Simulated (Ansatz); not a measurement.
GaCl₃. Total charge 0; triplet. Geometry PBE0-D4/def2-SVP, that of the neutral singlet.

```xyz
4

Ga    0.000    0.000    0.000
Cl   -1.052    0.912    1.600
Cl    1.017    1.201   -1.422
Cl    0.035   -2.113   -0.179
```

At PBE0-D4/def2-TZVP a singlet of charge 0 lies 5.71 eV below the triplet at the same geometry.

Task: Estimate the α-spin orbital energies around the gap (eV) in Ansatz with PBE-D4/def2-TZVP, r2SCAN-D4/def2-TZVP, PBE0-D4/def2-TZVP.

Result: 
```
orbital  PBE-D4/def2-TZVP  r2SCAN-D4/def2-TZVP  PBE0-D4/def2-TZVP
 HOMO−5             -9.01                -9.49             -10.59
 HOMO−4             -9.01                -9.49             -10.59
 HOMO−3             -8.84                -9.34             -10.42
 HOMO−2             -8.58                -8.99             -10.07
 HOMO−1             -8.58                -8.99             -10.07
   HOMO             -3.06                -3.18              -3.84
   LUMO             -2.32                -2.46              -1.67
 LUMO+1              0.70                 1.10               1.46
 LUMO+2              0.70                 1.11               1.46
 LUMO+3              2.02                 2.53               2.84
 LUMO+4              3.13                 3.78               4.03
 LUMO+5              3.13                 3.78               4.03
 β HOMO             -8.37                -8.61              -9.24
 β LUMO             -8.10                -8.31              -7.86
```
